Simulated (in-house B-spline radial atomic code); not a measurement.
Configurations of Ar VIII (Ar7+), with energies counted from [Ne] 3s1. Computed with an all-electron radial atomic-structure program (B-spline basis): non-relativistic TPSS, spin-polarised, spherical fractional occupations, point nucleus. Shells without spins written out take the highest spin.

Occupations are held fixed; configurations that lie above the ionisation limit could autoionise.

```tsv
configuration	E - E(ref) (eV)	highest orbital	its <r> (bohr)
[Ne] 3p1	17.096	3p up	1.193
[He] 2s2 2p5 3s2	246.64	3s down	1.123
[He] 2s2 2p(3 up, 2 down) 3s(0 up, 1 down) 3p(1 up, 0 down)	263.76	3p up	1.141
[He] 2s2 2p5 3s1 4d1	335.44	4d up	2.357
[He] 2s2 2p5 3s1 4f1	339.72	4f up	2.129
[He] 2s1 2p6 3s1 4s1	382.91	4s up	2.202
```

Problem. Order these further configurations by energy, lowest first.
A. [Ne] 3d1
B. [He] 2s(1 up, 0 down) 2p6 3s(0 up, 1 down) 4p(1 up, 0 down)
C. [He] 2s2 2p(3 up, 2 down) 3s(0 up, 1 down) 4p(0 up, 1 down)
D. [Ne] 4d(1 up, 0 down)
E. [He] 2s1 2p6 3s1 4d1

Solution. A (41.042 eV), D (85.065 eV), C (327.7 eV), B (390.18 eV), E (397.77 eV).

Problem. How far above the reference does [He] 2s1 2p6 3s1 3d1 lie?

Solution. 346.84 eV; its least bound orbital is 3d up with <r> = 1.12 bohr.

Problem. How far above the reference does [He] 2s2 2p5 3s1 3d1 lie?

Solution. 284.5 eV; its least bound orbital is 3d up with <r> = 1.119 bohr.
